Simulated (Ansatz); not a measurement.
Ansatz (a program for electronic structure) input (B3LYP/6-31G*):

Ansatz 0.2 input:
```yaml
crystal:
  periodic: [false, false, false]
  atoms:
    - {symbol: Al, position_ang: [-0.00000000, -0.00000000, -0.02168065]}
    - {symbol: O, position_ang: [-0.00000000, -0.00000000, -1.74328404]}
    - {symbol: F, position_ang: [0.00000000, 0.00000000, 1.58090232]}
basis:
  gaussian:
    orbitals: 6-31G*
hamiltonian:
  xc: {name: B3LYP}
total_charge: 1
magnetization: {spin_polarized: true, initial_magnetization: 1}
phonons: {temperatures: {t_min: 298.15, t_max: 298.15, t_step: 100}}
```

Output:

```
Functional definition: B3LYP
integrals: 0.01 GiB planned
440 factors; integrals over basis functions are off by at most 2.7e-4 eV
mean field: 0.15 GiB planned
mean field evaluation 1: about -11336.5044 eV, gradient 6.6e1 eV
mean field evaluation 2: about -11260.6292 eV, gradient 1.5e2 eV
mean field evaluation 4: about -11350.7480 eV, gradient 1.6e1 eV
mean field evaluation 8: about -11351.6368 eV, gradient 2.7e-2 eV
mean field evaluation 16: about -11351.6368 eV, gradient 2.4e-5 eV
mean field -11351.63680292 eV, -417.1649580916 hartree, gradient 2.4e-5 eV, S^2 0.753856; 0 other end points of the search recorded, 0 dependent functions left out
the calculation of the forces begins
reference -11351.63701277 eV, -417.1649658032 hartree; 15, 14 occupied and 34, 35 virtual orbitals, 440 factors
these checks for a lower state are left out or cut short: stability, starts, cluster_reference, orbital_swaps, neighbouring_geometries, increment
integrals: 0.01 GiB planned
440 factors; integrals over basis functions are off by at most 2.7e-4 eV
mean field: 0.15 GiB planned
mean field -11351.63679782 eV, -417.1649579043 hartree, gradient 2.3e-6 eV, S^2 0.753856; 0 other end points of the search recorded, 0 dependent functions left out
the calculation of the forces begins
reference -11351.63700767 eV, -417.1649656159 hartree; 15, 14 occupied and 34, 35 virtual orbitals, 440 factors
these checks for a lower state are left out or cut short: stability, starts, cluster_reference, orbital_swaps, neighbouring_geometries, increment
integrals: 0.01 GiB planned
440 factors; integrals over basis functions are off by at most 2.7e-4 eV
mean field: 0.15 GiB planned
mean field -11351.63679782 eV, -417.1649579042 hartree, gradient 2.3e-6 eV, S^2 0.753856; 0 other end points of the search recorded, 0 dependent functions left out
the calculation of the forces begins
reference -11351.63700767 eV, -417.1649656159 hartree; 15, 14 occupied and 34, 35 virtual orbitals, 440 factors
these checks for a lower state are left out or cut short: stability, starts, cluster_reference, orbital_swaps, neighbouring_geometries, increment
integrals: 0.01 GiB planned
440 factors; integrals over basis functions are off by at most 2.7e-4 eV
mean field: 0.15 GiB planned
mean field evaluation 32: about -11351.6294 eV, gradient 7.0e-2 eV
mean field -11351.63679759 eV, -417.1649578955 hartree, gradient 1.2e-6 eV, S^2 0.753856; 0 other end points of the search recorded, 0 dependent functions left out
the calculation of the forces begins
reference -11351.63700743 eV, -417.1649656072 hartree; 15, 14 occupied and 34, 35 virtual orbitals, 440 factors
these checks for a lower state are left out or cut short: stability, starts, cluster_reference, orbital_swaps, neighbouring_geometries, increment
integrals: 0.01 GiB planned
440 factors; integrals over basis functions are off by at most 2.7e-4 eV
mean field: 0.15 GiB planned
mean field -11351.63679759 eV, -417.1649578955 hartree, gradient 1.2e-6 eV, S^2 0.753856; 0 other end points of the search recorded, 0 dependent functions left out
the calculation of the forces begins
reference -11351.63700743 eV, -417.1649656072 hartree; 15, 14 occupied and 34, 35 virtual orbitals, 440 factors
these checks for a lower state are left out or cut short: stability, starts, cluster_reference, orbital_swaps, neighbouring_geometries, increment
integrals: 0.01 GiB planned
440 factors; integrals over basis functions are off by at most 2.7e-4 eV
mean field: 0.15 GiB planned
mean field -11351.63659264 eV, -417.1649503640 hartree, gradient 2.6e-6 eV, S^2 0.753883; 0 other end points of the search recorded, 0 dependent functions left out
the calculation of the forces begins
reference -11351.63680246 eV, -417.1649580745 hartree; 15, 14 occupied and 34, 35 virtual orbitals, 440 factors
these checks for a lower state are left out or cut short: stability, starts, cluster_reference, orbital_swaps, neighbouring_geometries, increment
integrals: 0.01 GiB planned
440 factors; integrals over basis functions are off by at most 2.6e-4 eV
mean field: 0.15 GiB planned
mean field -11351.63659265 eV, -417.1649503643 hartree, gradient 2.6e-6 eV, S^2 0.753830; 0 other end points of the search recorded, 0 dependent functions left out
the calculation of the forces begins
reference -11351.63680252 eV, -417.1649580770 hartree; 15, 14 occupied and 34, 35 virtual orbitals, 440 factors
these checks for a lower state are left out or cut short: stability, starts, cluster_reference, orbital_swaps, neighbouring_geometries, increment
integrals: 0.01 GiB planned
440 factors; integrals over basis functions are off by at most 2.7e-4 eV
mean field: 0.15 GiB planned
mean field evaluation 64: about -11351.6368 eV, gradient 2.4e-6 eV
mean field -11351.63680174 eV, -417.1649580480 hartree, gradient 2.4e-6 eV, S^2 0.753856; 0 other end points of the search recorded, 0 dependent functions left out
the calculation of the forces begins
reference -11351.63701158 eV, -417.1649657597 hartree; 15, 14 occupied and 34, 35 virtual orbitals, 440 factors
these checks for a lower state are left out or cut short: stability, starts, cluster_reference, orbital_swaps, neighbouring_geometries, increment
integrals: 0.01 GiB planned
440 factors; integrals over basis functions are off by at most 2.7e-4 eV
mean field: 0.15 GiB planned
mean field -11351.63680174 eV, -417.1649580480 hartree, gradient 2.4e-6 eV, S^2 0.753856; 0 other end points of the search recorded, 0 dependent functions left out
the calculation of the forces begins
reference -11351.63701158 eV, -417.1649657597 hartree; 15, 14 occupied and 34, 35 virtual orbitals, 440 factors
these checks for a lower state are left out or cut short: stability, starts, cluster_reference, orbital_swaps, neighbouring_geometries, increment
integrals: 0.01 GiB planned
440 factors; integrals over basis functions are off by at most 2.7e-4 eV
mean field: 0.15 GiB planned
mean field -11351.63680168 eV, -417.1649580460 hartree, gradient 1.2e-6 eV, S^2 0.753856; 0 other end points of the search recorded, 0 dependent functions left out
the calculation of the forces begins
reference -11351.63701153 eV, -417.1649657577 hartree; 15, 14 occupied and 34, 35 virtual orbitals, 440 factors
these checks for a lower state are left out or cut short: stability, starts, cluster_reference, orbital_swaps, neighbouring_geometries, increment
integrals: 0.01 GiB planned
440 factors; integrals over basis functions are off by at most 2.7e-4 eV
mean field: 0.15 GiB planned
mean field -11351.63680168 eV, -417.1649580460 hartree, gradient 1.2e-6 eV, S^2 0.753856; 0 other end points of the search recorded, 0 dependent functions left out
the calculation of the forces begins
reference -11351.63701153 eV, -417.1649657577 hartree; 15, 14 occupied and 34, 35 virtual orbitals, 440 factors
these checks for a lower state are left out or cut short: stability, starts, cluster_reference, orbital_swaps, neighbouring_geometries, increment
integrals: 0.01 GiB planned
440 factors; integrals over basis functions are off by at most 2.6e-4 eV
mean field: 0.15 GiB planned
mean field -11351.63671651 eV, -417.1649549160 hartree, gradient 1.9e-6 eV, S^2 0.753826; 0 other end points of the search recorded, 0 dependent functions left out
the calculation of the forces begins
reference -11351.63692639 eV, -417.1649626290 hartree; 15, 14 occupied and 34, 35 virtual orbitals, 440 factors
these checks for a lower state are left out or cut short: stability, starts, cluster_reference, orbital_swaps, neighbouring_geometries, increment
integrals: 0.01 GiB planned
440 factors; integrals over basis functions are off by at most 2.7e-4 eV
mean field: 0.15 GiB planned
mean field evaluation 96: about -11351.6367 eV, gradient 6.4e-2 eV
mean field -11351.63671757 eV, -417.1649549550 hartree, gradient 2.7e-6 eV, S^2 0.753887; 0 other end points of the search recorded, 0 dependent functions left out
the calculation of the forces begins
reference -11351.63692738 eV, -417.1649626654 hartree; 15, 14 occupied and 34, 35 virtual orbitals, 440 factors
these checks for a lower state are left out or cut short: stability, starts, cluster_reference, orbital_swaps, neighbouring_geometries, increment
integrals: 0.01 GiB planned
440 factors; integrals over basis functions are off by at most 2.7e-4 eV
mean field: 0.15 GiB planned
mean field -11351.63680155 eV, -417.1649580413 hartree, gradient 2.3e-6 eV, S^2 0.753856; 0 other end points of the search recorded, 0 dependent functions left out
the calculation of the forces begins
reference -11351.63701140 eV, -417.1649657530 hartree; 15, 14 occupied and 34, 35 virtual orbitals, 440 factors
these checks for a lower state are left out or cut short: stability, starts, cluster_reference, orbital_swaps, neighbouring_geometries, increment
integrals: 0.01 GiB planned
440 factors; integrals over basis functions are off by at most 2.7e-4 eV
mean field: 0.15 GiB planned
mean field -11351.63680155 eV, -417.1649580413 hartree, gradient 2.3e-6 eV, S^2 0.753856; 0 other end points of the search recorded, 0 dependent functions left out
the calculation of the forces begins
reference -11351.63701140 eV, -417.1649657530 hartree; 15, 14 occupied and 34, 35 virtual orbitals, 440 factors
these checks for a lower state are left out or cut short: stability, starts, cluster_reference, orbital_swaps, neighbouring_geometries, increment
integrals: 0.01 GiB planned
440 factors; integrals over basis functions are off by at most 2.7e-4 eV
mean field: 0.15 GiB planned
mean field -11351.63680149 eV, -417.1649580390 hartree, gradient 1.7e-6 eV, S^2 0.753856; 0 other end points of the search recorded, 0 dependent functions left out
the calculation of the forces begins
reference -11351.63701133 eV, -417.1649657506 hartree; 15, 14 occupied and 34, 35 virtual orbitals, 440 factors
these checks for a lower state are left out or cut short: stability, starts, cluster_reference, orbital_swaps, neighbouring_geometries, increment
integrals: 0.01 GiB planned
440 factors; integrals over basis functions are off by at most 2.7e-4 eV
mean field: 0.15 GiB planned
mean field evaluation 128: about -11351.6368 eV, gradient 1.7e-6 eV
mean field -11351.63680149 eV, -417.1649580390 hartree, gradient 1.7e-6 eV, S^2 0.753856; 0 other end points of the search recorded, 0 dependent functions left out
the calculation of the forces begins
reference -11351.63701133 eV, -417.1649657506 hartree; 15, 14 occupied and 34, 35 virtual orbitals, 440 factors
these checks for a lower state are left out or cut short: stability, starts, cluster_reference, orbital_swaps, neighbouring_geometries, increment
integrals: 0.01 GiB planned
440 factors; integrals over basis functions are off by at most 2.7e-4 eV
mean field: 0.15 GiB planned
mean field -11351.63668073 eV, -417.1649536013 hartree, gradient 2.3e-6 eV, S^2 0.753860; 0 other end points of the search recorded, 0 dependent functions left out
the calculation of the forces begins
reference -11351.63689057 eV, -417.1649613127 hartree; 15, 14 occupied and 34, 35 virtual orbitals, 440 factors
these checks for a lower state are left out or cut short: stability, starts, cluster_reference, orbital_swaps, neighbouring_geometries, increment
integrals: 0.01 GiB planned
440 factors; integrals over basis functions are off by at most 2.7e-4 eV
mean field: 0.15 GiB planned
mean field -11351.63667968 eV, -417.1649535624 hartree, gradient 2.6e-6 eV, S^2 0.753852; 0 other end points of the search recorded, 0 dependent functions left out
the calculation of the forces begins
reference -11351.63688953 eV, -417.1649612743 hartree; 15, 14 occupied and 34, 35 virtual orbitals, 440 factors
Total energy: -11351.63701277 eV, -417.1649658032 hartree
Atom 0 at    -0.000000    -0.000000    -0.021681 Å, force     0.000000     0.000000     0.000067 eV/Å
Atom 1 at    -0.000000    -0.000000    -1.743284 Å, force    -0.000000    -0.000000    -0.000059 eV/Å
Atom 2 at     0.000000     0.000000     1.580902 Å, force    -0.000000    -0.000000    -0.000008 eV/Å
Dipole moment:    -0.000000    -0.000000    -0.102450 e Å
Vibrations: 170.71 174.64 706.47 1099.17 cm⁻¹, zero-point energy 0.133344 eV
```

The blocks after the first are displaced geometries, from whose forces the wavenumbers follow.

The dipole moment of an ion depends on the origin.
